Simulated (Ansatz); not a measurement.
```xyz
18

C     2.7201   -0.9429    1.4154
S     2.4824    0.0010   -0.1270
Zr    0.1066   -0.4613   -0.3688
O    -0.3546   -2.2571    0.0639
S    -0.8087    0.0652   -2.5408
C     0.0922    1.6410   -2.3747
S    -0.9780    1.0071    1.2494
C    -2.7074    0.4562    1.0505
H     3.3433   -1.8131    1.2136
H     1.7772   -1.2748    1.8565
H     3.2175   -0.2948    2.1359
H    -0.5641   -3.1353    0.3683
H    -0.6162    2.4676   -2.3665
H     0.7930    1.7455   -3.2014
H     0.6856    1.7266   -1.4469
H    -3.0746    0.6861    0.0505
H    -3.3083    0.9958    1.7825
H    -2.8060   -0.6129    1.2397
```

Total charge 0; spin multiplicity 1. Zr takes the def2 core potential.

List the PBE/def2-TZVPP orbital energies in eV (Ansatz). (Best estimate.)

The calculation gave: Occupied: -2395.33, -2395.32, -2395.00, -510.54, -270.00, -269.83, -269.54, -208.29, -208.27, -207.95, -154.46, -154.44, -154.28, -154.26, -154.26, -154.25, -154.12, -153.95, -153.92, -54.62, -32.61, -32.16, -32.11, -24.21, -19.21, -19.05, -18.75, -15.39, -15.29, -15.00, -12.58, -10.90, -10.72, -10.69, -10.57, -10.41, -10.31, -9.22, -9.10, -8.83, -8.30, -8.28, -6.80, -6.59, -6.43, -5.98, -5.90, -5.49. Lowest empty: -2.29, -2.01, -1.32, -1.01, -0.77, -0.70, -0.13, 0.08.
